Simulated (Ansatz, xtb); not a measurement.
Relaxing a trial structure of CH4BrGe

The starting geometry of this gas-phase doublet has its atoms placed at random.

| atom | x (Å) | y (Å) | z (Å) |
| --- | --- | --- | --- |
| C | 0.4642 | 0.8348 | 0.2645 |
| Br | 1.2102 | -1.0248 | -0.9660 |
| Ge | -1.1028 | -1.6766 | 0.0878 |
| H | -0.1853 | 1.9792 | -0.3255 |
| H | 0.7883 | 0.2714 | 1.2816 |
| H | -0.2803 | 0.2356 | 0.5682 |
| H | 0.6613 | 0.5358 | -1.6777 |

Q: Guess where an optimisation with r2SCAN-D4/def2-SVP ends from this start.

A: It falls apart into BrGe + CH4. Distances that change by over a tenth: C1–Br2 (2.35 → 3.89 Å), Br2–Ge3 (2.62 → 2.34 Å). Contacts that open: Br2–H7 (1.80 → 3.69 Å). Contacts that close: C1–H4 (1.44 → 1.10 Å), C1–H7 (1.97 → 1.10 Å).

The energy falls by 9.39 eV over 23 steps:

```csv
step,E − E(last) (eV)
1,9.393
3,5.199
6,1.340
8,0.223
11,0.014
13,0.008
16,0.003
18,0.002
21,0.000
23,0.000
```

Final geometry (Å):

```xyz
7

C     0.2124    1.1022    0.0909
Br    0.9206   -2.3452   -1.5568
Ge   -0.4249   -2.0190    0.3315
H    -0.0049    2.0536    0.5949
H     0.7408    0.4432    0.7979
H    -0.7389    0.6547   -0.2386
H     0.8505    1.2658   -0.7869
```

From the same start GFN2-xTB ends elsewhere, differing in C1–Ge3 (2.04 against 3.19 Å here), C1–H7 (4.19 against 1.10 Å here), Br2–H7 (1.49 against 3.69 Å here).

From so rough a start the end depends on the optimiser's path, so another program may land elsewhere. The end wasn't checked by frequencies. Open shells are spin-unrestricted. Run with Ansatz 0.2.0, 3.7 min on 2 threads of Arm Neoverse V1, with other jobs on the host.
